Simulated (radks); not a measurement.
Values are calculated unless marked as measured or tabulated.
Problem. All-electron atom: Dy2+ in [Xe] 4f10 (the NIST ground configuration). Code: a radial shooting solver on a logarithmic mesh with Libxc functionals. Model: Dirac Kohn-Sham, LDA (Slater exchange, Perdew-Wang correlation), spin-unpolarised, spherical densities, finite nucleus; open shells are shared between the two j in proportion to 2j + 1; Fermi nuclear charge, rms radius 5.2218 fm.

Spin-orbit splittings of the eigenvalues, e(l+1/2) - e(l-1/2), with zeta = 2 splitting/(2l+1) and mean radii in bohr:

shell  occ.  splitting (eV)  zeta (eV)  <r> j=l-1/2  <r> j=l+1/2
2p        6           799.3      532.8      0.07440      0.08146
3p        6           165.9      110.6       0.2239       0.2373
3d       10           36.27      14.51       0.2097       0.2139
4p        6               ?          ?       0.5405       0.5715
4d       10           6.745      2.698       0.6039       0.6149
4f       10          0.8840     0.2526       0.8564       0.8743
5p        6           4.784      3.189        1.464        1.568
5d        0          0.3402     0.1361        2.407        2.460
5f        0        0.006021   0.001720        7.377        7.399
6p        0          0.6343     0.4229        4.000        4.220

Estimate the 4p splitting.

Solution. 37.26 eV (zeta = 24.84 eV).
